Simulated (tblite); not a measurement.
Species: C8H14Si.
Atom-mapped SMILES: `[CH2:1]=[C:2]([CH3:3])[C:4]1([C:5](=[CH2:6])[CH3:7])[CH2:8][SiH2:9]1` (hydrogens: H10, H11 on C1; H12, H13, H14 on C3; H15, H16 on C6; H17, H18, H19 on C7; H20, H21 on C8; H22, H23 on Si9)

Computed with GFN2-xTB (tblite), gas phase: L-BFGS steps from a force-field or distance-geometry start until the largest atomic force falls under 0.01 eV/Å.

Step 33: E = -704.5262 eV
```
atom  x, y, z in Å  |  force x, y, z in eV/Å
C1      1.1490    0.1555    1.8285    0.006  -0.059   0.005
C2      1.1399    0.2859    0.5042    0.032   0.019   0.029
C3      2.3358    0.9213   -0.1569    0.019  -0.013  -0.037
C4      0.0135   -0.1744   -0.3398    0.025   0.010   0.053
C5     -1.2207   -0.5451    0.4104   -0.058   0.063  -0.029
C6     -1.7710   -1.7488    0.3821    0.032   0.041  -0.001
C7     -1.8759    0.5982    1.1404   -0.034  -0.006   0.033
C8     -0.3025    0.6829   -1.5917    0.015  -0.012  -0.067
Si9     0.3518   -1.0215   -2.0202    0.031   0.050   0.026
H10     1.9787    0.5147    2.4176   -0.024  -0.059  -0.040
H11     0.3487   -0.3115    2.3707   -0.025  -0.026   0.030
H12     2.2663    0.9098   -1.2377    0.027  -0.010  -0.070
H13     3.2362    0.3804    0.1298    0.028   0.041   0.016
H14     2.4503    1.9574    0.1621   -0.023  -0.031   0.040
H15    -1.3235   -2.5679   -0.1543    0.013  -0.023   0.054
H16    -2.6959   -1.9570    0.8961    0.039  -0.016   0.015
H17    -1.2361    1.4771    1.1259   -0.070  -0.002  -0.011
H18    -2.8297    0.8400    0.6713    0.014   0.043   0.025
H19    -2.0711    0.3306    2.1767   -0.059   0.010   0.012
H20    -1.3555    0.8698   -1.7509   -0.039   0.005   0.039
H21     0.2724    1.5896   -1.7045    0.006   0.026  -0.059
H22    -0.6031   -1.9614   -2.5716   -0.003  -0.040  -0.001
H23     1.7376   -1.1987   -2.4051    0.047  -0.012  -0.062
```

Step 34: E = -704.5285 eV
```
atom  x, y, z in Å  |  force x, y, z in eV/Å
C1      1.1487    0.1487    1.8264    0.015  -0.050   0.011
C2      1.1392    0.2889    0.5034    0.046  -0.040   0.020
C3      2.3370    0.9233   -0.1557   -0.001  -0.013  -0.031
C4      0.0151   -0.1742   -0.3423   -0.026   0.078   0.076
C5     -1.2199   -0.5441    0.4070   -0.063   0.066   0.033
C6     -1.7672   -1.7490    0.3867    0.026   0.040  -0.015
C7     -1.8774    0.5991    1.1367   -0.029   0.007   0.031
C8     -0.3044    0.6860   -1.5932    0.026  -0.030  -0.068
Si9     0.3514   -1.0212   -2.0190    0.022   0.086  -0.006
H10     1.9804    0.5024    2.4152   -0.020  -0.049  -0.022
H11     0.3487   -0.3205    2.3672   -0.026  -0.023   0.025
H12     2.2668    0.9114   -1.2367    0.039  -0.009  -0.060
H13     3.2378    0.3829    0.1333    0.005   0.055   0.005
H14     2.4482    1.9595    0.1642   -0.010  -0.029   0.034
H15    -1.3203   -2.5693   -0.1474    0.022  -0.037   0.046
H16    -2.6910   -1.9557    0.9024    0.029  -0.020   0.020
H17    -1.2359    1.4767    1.1212   -0.075   0.009  -0.007
H18    -2.8301    0.8417    0.6649    0.026   0.039   0.029
H19    -2.0762    0.3364    2.1748   -0.043  -0.002  -0.030
H20    -1.3586    0.8744   -1.7497   -0.007  -0.014   0.040
H21     0.2692    1.5949   -1.7051    0.001  -0.011  -0.060
H22    -0.6021   -1.9648   -2.5652   -0.013  -0.043  -0.006
H23     1.7359   -1.2005   -2.4063    0.057  -0.008  -0.064
```

Task: Estimate the geometry and energy of step 35. (The exact step hangs on the optimiser's Hessian estimate; all steps are aligned on step 34, rigid shifts and turns removed.)

Result: E = -704.5311 eV, largest force 0.165 eV/Å
```
atom  x, y, z in Å  |  force x, y, z in eV/Å
C1      1.1486    0.1391    1.8240    0.019  -0.039   0.013
C2      1.1393    0.2910    0.5026    0.042  -0.096   0.003
C3      2.3385    0.9255   -0.1548   -0.024  -0.013  -0.016
C4      0.0164   -0.1723   -0.3441   -0.075   0.134   0.060
C5     -1.2202   -0.5419    0.4036   -0.044   0.050   0.086
C6     -1.7624   -1.7489    0.3919    0.013   0.027  -0.022
C7     -1.8798    0.6005    1.1326   -0.025   0.026   0.021
C8     -0.3063    0.6893   -1.5959    0.026  -0.033  -0.039
Si9     0.3514   -1.0197   -2.0178    0.010   0.087  -0.044
H10     1.9820    0.4872    2.4122   -0.002  -0.037   0.010
H11     0.3485   -0.3322    2.3632   -0.022  -0.018   0.012
H12     2.2679    0.9134   -1.2365    0.050  -0.005  -0.033
H13     3.2402    0.3872    0.1372   -0.016   0.061  -0.010
H14     2.4450    1.9613    0.1677    0.001  -0.023   0.017
H15    -1.3162   -2.5718   -0.1384    0.032  -0.038   0.039
H16    -2.6844   -1.9550    0.9108    0.018  -0.020   0.022
H17    -1.2367    1.4763    1.1144   -0.067   0.033   0.009
H18    -2.8300    0.8451    0.6574    0.015   0.034   0.024
H19    -2.0833    0.3435    2.1719   -0.024  -0.018  -0.059
H20    -1.3622    0.8792   -1.7469    0.031  -0.033   0.033
H21     0.2658    1.6005   -1.7072   -0.005  -0.047  -0.060
H22    -0.6021   -1.9685   -2.5569   -0.004  -0.031  -0.005
H23     1.7352   -1.2018   -2.4082    0.049  -0.002  -0.062
```

The energy changes by -0.0026 eV. The first-order estimate −F·Δx gives -0.0035 eV and the mean of the old and new forces, exact on a quadratic surface, -0.0026 eV. The step makes an angle of 72° with the force vector and moves no atom by more than 0.016 Å.

The cost below is that of the whole relaxation. Time: 3.1 s. Hardware: one thread of an Arm Neoverse N1, on a shared host.
